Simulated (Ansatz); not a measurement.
Consider the formal exchange of groups at a C–N bond: `C=NC(=O)OBCl` + CH₄ → `CC(=O)OBCl` + `C=N`.

Isolated molecules relaxed with PBE0-D4/def2-TZVP in Ansatz; ΔE leaves out vibrations. CCSD(T)/CBS adds triple-zeta CCSD(T) − MP2 to the extrapolated MP2 energy (def2 sets, frozen cores). This one scheme is used for every species. DFT in def2-TZVPP. One conformer a species, not always the lowest.

`C=NC(=O)OBCl`:

Z-matrix (Å, degrees):
```
C
N 1 1.258
H 1 1.088 2 118.8
H 1 1.094 2 123.3 3 179.9
C 2 1.385 1 121.1 3 -176.6
O 5 1.366 2 110.1 1 -109.9
O 5 1.190 2 126.2 1 71.8
B 6 1.356 5 126.6 2 -120.3
Cl 8 1.745 6 122.2 5 10.5
H 8 1.188 6 117.6 5 -171.6
```

CH₄:

```xyz
5

C     0.000    0.000    0.000
H    -0.455   -0.051    0.989
H    -0.341    0.900   -0.511
H    -0.288   -0.878   -0.578
H     1.085    0.028    0.101
```

`CC(=O)OBCl`:

Cartesian coordinates in Å:
```
C 0.649 1.540 -0.043
C 0.430 0.143 0.429
O 0.809 -0.332 1.453
O -0.262 -0.586 -0.517
B -0.954 -1.713 -0.197
Cl -1.611 -2.634 -1.525
H -0.313 2.018 -0.237
H 1.194 1.521 -0.989
H 1.207 2.099 0.704
H -1.149 -2.057 0.922
```

`C=N`:

Z-matrix (Å, degrees):
```
C
N 1 1.261
H 1 1.096 2 124.9
H 1 1.092 2 118.8 3 -180.0
H 2 1.021 1 111.0 3 -0.0
```

```csv
level,ΔE (eV)
PBE-QIDH,-0.01
CCSD(T)/def2-SVP,0.05
HF/def2-TZVPP,-0.08
CCSD/def2-TZVPP,-0.06
```

(1) What does CCSD(T)/CBS give? (Best estimate.)

Largest T1 diagnostic among the species: 0.016.

## Answers

(1) Ansatz gave: -0.04 eV. The listed levels differ from it by 0.03, 0.09, -0.04, -0.02 eV.

From BLYP to BHLYP (50 % exact exchange), in def2-TZVPP and without D4, ΔE moves by −0.08 eV. In def2-TZVPP, CCSD(T) changes the Hartree–Fock value by +0.05 eV (the triples alone add +0.03 eV) and MP2 by +0.09 eV. The D4 term adds +0.05 eV with B3LYP and +0.03 eV with PBE0; it sums over pairs of atoms, weighted by their polarisabilities, and B3LYP, whose exchange is more repulsive, gets the larger term.

B3LYP here is the variant with VWN-RPA as its local correlation; programs differ in this.
